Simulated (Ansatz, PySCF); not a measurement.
Gas-phase reaction R1 + 0.5 R2 → P1, each structure at its B3LYP-D3(BJ)/def2-TZVP stationary point, reached from a drawn start (curvature not checked).
R1, SO2 (SMILES O=S=O) (charge 0, multiplicity 1):
```csv
atom,x (Å),y (Å),z (Å)
O,-1.2282,0.2920,0.0000
S,-0.0190,-0.4873,0.0000
O,1.2471,0.1954,0.0000
```
P1: O3S (SMILES O=S(=O)=O), charge 0, multiplicity 1.
R2, O2 (SMILES O=O) (charge 0, multiplicity 3):
```xyz
2

O     -0.6021     0.0000     0.0000
O      0.6021     0.0000     0.0000
```

P less R. No zero-point or thermal terms; singlets are restricted closed shells; open shells are unrestricted; no spin–orbit coupling.

Codes used: Ansatz (an electronic-structure program); PySCF for the D3/D4 terms. All values are computed, each at the level named.

Q: One of these levels gives -28.40 kcal/mol for the reaction energy. Which?
(A) PBE/def2-TZVPP
(B) B97M-V/def2-TZVPP
(C) BLYP-D4/def2-TZVPP
(D) HF/cc-pV(T+d)Z

A: B, B97M-V/def2-TZVPP. The others give -16.44 (HF/cc-pV(T+d)Z), -23.61 (PBE/def2-TZVPP), -19.20 (BLYP-D4/def2-TZVPP)
